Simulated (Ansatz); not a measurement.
Reaction (ligand exchange at a Zr–N bond): `CC[N](C)[Zr]([OH])([OH])[OH]` + H₂S → `[OH][Zr]([OH])([OH])[SH]` + `CCNC`

Computed with Ansatz on PBE0-D4/def2-TZVP structures; ΔE is electronic, products minus reactants. CBS: MP2 limit from def2 TZ/QZ plus the TZ coupled-cluster correction, frozen cores. This one scheme is used for every species. DFT in def2-TZVPP. B3LYP here is the variant with VWN-RPA as its local correlation; programs differ in this. def2 core potentials past Kr. For Zr outer-core shells are correlated without core-valence functions, which leaves a few kJ/mol of doubt a bond. Each species was taken in one conformer, which may not be the lowest.

`CC[N](C)[Zr]([OH])([OH])[OH]`:

Cartesian coordinates in Å:
```
C -0.625 -1.463 1.834
C -1.163 -0.520 0.767
N -0.256 -0.285 -0.337
C -0.071 -1.425 -1.203
Zr 0.662 1.507 -0.623
O -0.540 2.867 0.070
O 2.327 1.579 0.383
O 1.062 1.627 -2.519
H 0.306 -1.076 2.256
H -1.348 -1.577 2.646
H -0.424 -2.458 1.430
H -2.116 -0.916 0.381
H -1.404 0.443 1.232
H -1.035 -1.803 -1.574
H 0.441 -2.261 -0.707
H 0.528 -1.148 -2.075
H -0.766 3.742 0.370
H 2.959 1.160 0.961
H 1.465 2.007 -3.294
```

H₂S:

Z-matrix (Å, degrees):
```
S
H 1 1.341
H 1 1.341 2 92.3
```

`[OH][Zr]([OH])([OH])[SH]`:

Cartesian coordinates in Å:
```
O 1.865 0.576 -0.662
Zr 0.134 0.045 -0.043
O -1.296 0.925 -0.969
O -0.066 0.354 1.839
S 0.020 -2.389 -0.502
H 2.585 1.036 -1.083
H -2.050 1.464 -1.190
H 0.090 0.436 2.775
H -1.282 -2.446 -0.165
```

`CCNC`:

Cartesian coordinates in Å:
```
C 0.220 -1.584 -0.954
C -0.436 -0.417 -0.247
N 0.545 0.401 0.435
C -0.029 1.563 1.073
H 0.784 -2.193 -0.245
H -0.526 -2.215 -1.441
H 0.913 -1.236 -1.726
H -1.141 -0.789 0.505
H -1.038 0.166 -0.969
H 1.260 0.686 -0.224
H 0.761 2.170 1.520
H -0.616 2.204 0.394
H -0.695 1.244 1.880
```

```json
{"level": "B3LYP", "ΔE (eV)": "-0.51"}
{"level": "MP2/def2-TZVPP", "ΔE (eV)": "-0.35"}
```

Task: What does CCSD(T)/CBS give? (Best estimate.)

Result: Ansatz gave: -0.39 eV. The listed levels differ from it by -0.12, 0.04 eV.

Largest T1 diagnostic among the species: 0.017.

Leaving LDA and LC-ωPBE aside and taking each functional with its dispersion term where it has one, the values, not all of them listed here, spread over 0.17 eV, from r2SCAN0-D4 to BLYP-D4. LDA lies +0.08 eV from PBE without D4. From r2SCAN to r2SCAN0 (25 % exact exchange), in def2-TZVPP and without D4, ΔE moves by −0.04 eV. In def2-TZVPP, CCSD(T) changes the Hartree–Fock value by +0.30 eV (the triples alone add +0.03 eV) and MP2 by +0.31 eV.

CCSD(T)/CBS has its own doubt, a few kJ/mol and more with outer-core shells, so smaller differences from it don't rank the levels.
